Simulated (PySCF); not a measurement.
HFZn, SMILES [F][ZnH], CAM-B3LYP/def2-SVP optimised geometry.

```
3

Zn     0.12     0.00     0.00
H      1.62     0.00     0.00
F     -1.62     0.00     0.00
```

Density from CAM-B3LYP/def2-TZVP in PySCF at that geometry.

Minimum of the electron density along straight lines between bonded atoms, close to the bond critical point (lines longer than 1.1 times the sum of covalent radii, or with two minima, are not listed):

```json
[
 {"bond": "Zn1–H2", "length / Å": "1.504", "ρ at the minimum / e bohr⁻³": "0.125", "∇²ρ there / e bohr⁻⁵": "0.13", "position (fraction from the first atom)": "0.63"},
 {"bond": "Zn1–F3", "length / Å": "1.735", "ρ at the minimum / e bohr⁻³": "0.137", "∇²ρ there / e bohr⁻⁵": "?", "position (fraction from the first atom)": "0.50"}
]
```

Task: Complete the blanks.

Result: 
- Zn1–F3, ∇²ρ there / e bohr⁻⁵: 0.89
